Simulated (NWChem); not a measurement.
System meant: ZnSiH₃OF; SMILES [F][Zn][O][SiH3]

Input file for NWChem:

```
start job
memory heap 200 mb stack 900 mb global 1100 mb
geometry units angstroms noautosym nocenter noautoz
  Zn     0.166357    -0.879353     0.000664
  F     -0.248000    -2.560225    -0.003893
  O      0.671072     0.799105     0.005372
  Si     0.068256     2.329493     0.000010
  H     -0.766711     2.592387    -1.218339
  H      1.195305     3.309384     0.016660
  H     -0.798771     2.588311     1.196686
end
basis spherical
  Zn library def2-svp
  F library def2-svp
  O library def2-svp
  Si library def2-svp
  H library def2-svp
end
dft
  xc xtpss03 ctpss03
  iterations 150
end
property
  shielding 6 1 2 3 4 5 6
end
task dft property
```

End of the output:

```
 Vector   35  Occ=0.000000D+00  E= 3.728749D-02
              MO Center=  1.5D-01, -5.9D-01,  2.4D-03, r^2= 3.4D+00
   Bfn.  Coefficient  Atom+Function         Bfn.  Coefficient  Atom+Function
  ----- ------------  ---------------      ----- ------------  ---------------
    14      1.015806  1 Zn pz                72     -0.354499  4 Si pz
    79     -0.300180  5 H  s                 89      0.298083  7 H  s
    11     -0.263332  1 Zn pz                37      0.170786  2 F  pz
    40     -0.152702  2 F  pz                69     -0.136264  4 Si pz
    51     -0.112391  3 O  pz                54     -0.094325  3 O  pz

 center of mass
 --------------
 x =   0.26462726 y =  -0.26684576 z =   0.00072231

 moments of inertia (a.u.)
 ------------------
        1288.824304502836         -65.013157560183          -0.265207306380
         -65.013157560183          47.634668267918          -0.794323886469
          -0.265207306380          -0.794323886469        1315.459210241192

     Multipole analysis of the density
     ---------------------------------

     L   x y z        total         alpha         beta         nuclear
     -   - - -        -----         -----         ----         -------
     0   0 0 0     -0.000000    -32.000000    -32.000000     64.000000

     1   1 0 0     -0.002648     -8.233625     -8.233625     16.464602
     1   0 1 0      0.117192      1.879149      1.879149     -3.641107
     1   0 0 1      0.000650     -0.021413     -0.021413      0.043475

     2   2 0 0    -28.340674    -27.930248    -27.930248     27.519821
     2   1 1 0     -1.998312    -14.823732    -14.823732     27.649153
     2   1 0 1     -0.006706     -0.072993     -0.072993      0.139279
     2   0 2 0    -36.215580   -353.149585   -353.149585    670.083590
     2   0 1 1     -0.021218     -0.190908     -0.190908      0.360599
     2   0 0 2    -27.596936    -19.006982    -19.006982     10.417028

          -----------------------------------------
          Chemical Shielding Tensors (GIAO, in ppm)
          -----------------------------------------

 ------------------------------------------------------------------------
  xtpss03: d2 not coded                    0
 ------------------------------------------------------------------------
 ------------------------------------------------------------------------
  current input line :
    26: task dft property
 ------------------------------------------------------------------------
 ------------------------------------------------------------------------
 This error has not yet been assigned to a category
 ------------------------------------------------------------------------
 For more information see the NWChem manual at https://nwchemgit.github.io

0: xtpss03: d2 not coded:Received an Error in Communication
```

Task: Find the fault in this run and fix the input.

Result: The program stopped with an error. Cause: this functional's second derivatives, which shieldings need, aren't coded here; the fix takes a hybrid GGA instead. This input runs:
```
start job
memory heap 200 mb stack 900 mb global 1100 mb
geometry units angstroms noautosym nocenter noautoz
  Zn     0.166357    -0.879353     0.000664
  F     -0.248000    -2.560225    -0.003893
  O      0.671072     0.799105     0.005372
  Si     0.068256     2.329493     0.000010
  H     -0.766711     2.592387    -1.218339
  H      1.195305     3.309384     0.016660
  H     -0.798771     2.588311     1.196686
end
basis spherical
  * library def2-svp
end
dft
  xc pbe0
  iterations 150
end
property
  shielding 6 1 2 3 4 5 6
end
task dft property
```
It converges to -2244.79288 Ha (PBE0/def2-SVP, GIAO).
